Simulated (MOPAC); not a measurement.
Job for MOPAC: PM7 on C2H7B (SMILES BCC), a point of a bond scan (R = 1.097 Å).

```
PM7 1SCF PRECISE CHARGE=0 THREADS=1
C2H7B

B     -0.74511678 1     1.00969072 1     0.73932318 1
H     -1.05554184 1     1.26984720 1     1.86306207 1
H     -1.14246163 1     1.71786546 1    -0.13812402 1
C      0.20447514 1    -0.18371935 1     0.45381740 1
C      0.38209057 1    -0.63740051 1    -0.99729133 1
H     -0.03169379 1    -1.02979159 1     1.11034182 1
H      1.16986677 1     0.17617641 1     0.85720004 1
H      0.67431348 1     0.19819760 1    -1.63621306 1
H     -0.55096305 1    -1.03917752 1    -1.39764403 1
H      1.14266970 1    -1.41485196 1    -1.09439513 1
```

Output:

```
*******************************************************************************
 **                                                                           **
 **                              MOPAC v23.2.5                                **
 **                                                                           **
 *******************************************************************************
 ** MOPAC's Digital Object Identifier: https://doi.org/10.5281/zenodo.6511958 **
 **                                                                           **
 ** Please cite the open-source release paper for use of this MOPAC version:  **
 ** J. E. Moussa and J. J. P. Stewart (2026)                                  **
 ** MOPAC: An open-source semiempirical molecular orbital program             **
 ** J. Open Source Softw., 11(119), 8025, https://doi.org/10.21105/joss.08025 **
 *******************************************************************************

                              PM7 CALCULATION RESULTS

 *******************************************************************************
 *  PM7        - The PM7 Hamiltonian to be used
 *
 *
 *
 *                 CHARGE ON SYSTEM = 0
 *
 *
 *
 *  PRECISE    - TIGHTER CRITERIA TO BE USED
 *  1SCF       - DO 1 SCF AND THEN STOP
 *  THREADS=1  - MULTI-THREADING NOT USED
 *  T=         - A TIME OF 172800.0 SECONDS REQUESTED
 *  DUMP=N     - RESTART FILE WRITTEN EVERY 7200.0 SECONDS REQUESTED
 *******************************************************************************
PM7 1SCF PRECISE CHARGE=0 THREADS=1
 C2H7B

   ATOM   CHEMICAL          X               Y               Z
  NUMBER   SYMBOL      (ANGSTROMS)     (ANGSTROMS)     (ANGSTROMS)

     1       B         -0.74511678  *   1.00969072  *   0.73932318  *
     2       H         -1.05554184  *   1.26984720  *   1.86306207  *
     3       H         -1.14246163  *   1.71786546  *  -0.13812402  *
     4       C          0.20447514  *  -0.18371935  *   0.45381740  *
     5       C          0.38209057  *  -0.63740051  *  -0.99729133  *
     6       H         -0.03169379  *  -1.02979159  *   1.11034182  *
     7       H          1.16986677  *   0.17617641  *   0.85720004  *
     8       H          0.67431348  *   0.19819760  *  -1.63621306  *
     9       H         -0.55096305  *  -1.03917752  *  -1.39764403  *
    10       H          1.14266970  *  -1.41485196  *  -1.09439513  *



          CARTESIAN COORDINATES

    NO.       ATOM           X           Y           Z

     1         B         -0.7451      1.0097      0.7393
     2         H         -1.0555      1.2698      1.8631
     3         H         -1.1425      1.7179     -0.1381
     4         C          0.2045     -0.1837      0.4538
     5         C          0.3821     -0.6374     -0.9973
     6         H         -0.0317     -1.0298      1.1103
     7         H          1.1699      0.1762      0.8572
     8         H          0.6743      0.1982     -1.6362
     9         H         -0.5510     -1.0392     -1.3976
    10         H          1.1427     -1.4149     -1.0944

 General Reference for PM7:
 "Optimization of Parameters for Semiempirical Methods VI: More Modifications to the
 NDDO Approximations and Re-optimization of Parameters", J. J. P. Stewart, J. Mol. Mod., 1:32, 19 (2013)
 https://link.springer.com/article/10.1007/s00894-012-1667-x

           Empirical Formula: C2 H7 B  =    10 atoms



      MOLECULAR POINT GROUP   :   C1


      RHF CALCULATION, NO. OF DOUBLY OCCUPIED LEVELS = 9


 -------------------------------------------------------------------------------
 PM7 1SCF PRECISE CHARGE=0 THREADS=1
 C2H7B



     1SCF WAS SPECIFIED, SO BFGS WAS NOT USED
     SCF FIELD WAS ACHIEVED


                              PM7 CALCULATION
                                                       MOPAC v23.2.5 Linux




          FINAL HEAT OF FORMATION =          0.99189 KCAL/MOL =       4.15009 KJ/MOL


          COSMO AREA              =         97.09 SQUARE ANGSTROMS
          COSMO VOLUME            =         80.36 CUBIC ANGSTROMS

          IONIZATION POTENTIAL    =         11.008113 EV
          HOMO LUMO ENERGIES (EV) =        -11.008 -0.267
          NO. OF FILLED LEVELS    =          9
          MOLECULAR WEIGHT        =         41.8873         POINT GROUP:  C1

          MOLECULAR DIMENSIONS (Angstroms)

            Atom       Atom       Distance
            H    10    H     2     4.55920
            H     6    H     3     2.92175
            H     7    H     9     2.55046


          SCF CALCULATIONS        =          1





   ATOM   CHEMICAL          X               Y               Z
  NUMBER   SYMBOL      (ANGSTROMS)     (ANGSTROMS)     (ANGSTROMS)

     1       B         -0.74511678  *   1.00969072  *   0.73932318  *
     2       H         -1.05554184  *   1.26984720  *   1.86306207  *
     3       H         -1.14246163  *   1.71786546  *  -0.13812402  *
     4       C          0.20447514  *  -0.18371935  *   0.45381740  *
     5       C          0.38209057  *  -0.63740051  *  -0.99729133  *
     6       H         -0.03169379  *  -1.02979159  *   1.11034182  *
     7       H          1.16986677  *   0.17617641  *   0.85720004  *
     8       H          0.67431348  *   0.19819760  *  -1.63621306  *
     9       H         -0.55096305  *  -1.03917752  *  -1.39764403  *
    10       H          1.14266970  *  -1.41485196  *  -1.09439513  *

                             CARTESIAN COORDINATES

   1    B       -0.745116780     1.009690720     0.739323180
   2    H       -1.055541840     1.269847200     1.863062070
   3    H       -1.142461630     1.717865460    -0.138124020
   4    C        0.204475140    -0.183719350     0.453817400
   5    C        0.382090570    -0.637400510    -0.997291330
   6    H       -0.031693790    -1.029791590     1.110341820
   7    H        1.169866770     0.176176410     0.857200040
   8    H        0.674313480     0.198197600    -1.636213060
   9    H       -0.550963050    -1.039177520    -1.397644030
  10    H        1.142669700    -1.414851960    -1.094395130


           Empirical Formula: C2 H7 B  =    10 atoms



      MOLECULAR POINT GROUP   :   C1


                  EIGENVALUES
 -26.91054 -21.35996 -15.56079 -15.04364 -14.22531 -13.14640 -11.98625 -11.26087
 -11.00811  -0.26652   3.17658   3.89947   4.60801   5.49151   5.93042   6.09124
   6.39199   6.76702   7.13117


              NET ATOMIC CHARGES AND DIPOLE CONTRIBUTIONS

  ATOM NO.   TYPE          CHARGE      No. of ELECS.   s-Pop       p-Pop
    1          B           0.017848        2.9822     0.79348     2.18867
    2          H           0.037107        0.9629     0.96289
    3          H           0.044924        0.9551     0.95508
    4          C          -0.416385        4.4164     1.05322     3.36316
    5          C          -0.412635        4.4126     1.04713     3.36550
    6          H           0.153023        0.8470     0.84698
    7          H           0.160522        0.8395     0.83948
    8          H           0.139973        0.8600     0.86003
    9          H           0.139761        0.8602     0.86024
   10          H           0.135863        0.8641     0.86414
 DIPOLE           X         Y         Z       TOTAL
 POINT-CHG.     0.043     0.206     0.159     0.264
 HYBRID         0.356    -0.359    -0.054     0.508
 SUM            0.399    -0.153     0.105     0.440


          ATOMIC ORBITAL ELECTRON POPULATIONS

     Atom    s        px        py        pz
    1  B   0.79348   0.37383   0.69117   1.12367
    2  H   0.96289
    3  H   0.95508
    4  C   1.05322   1.17163   1.15283   1.03870
    5  C   1.04713   1.16653   1.15463   1.04434
    6  H   0.84698
    7  H   0.83948
    8  H   0.86003
    9  H   0.86024
   10  H   0.86414

 **********************
 *                    *
 * JOB ENDED NORMALLY *
 *                    *
 **********************




 == MOPAC DONE ==
```

The run finished.

Cost: around 0.020 core-seconds (rough).
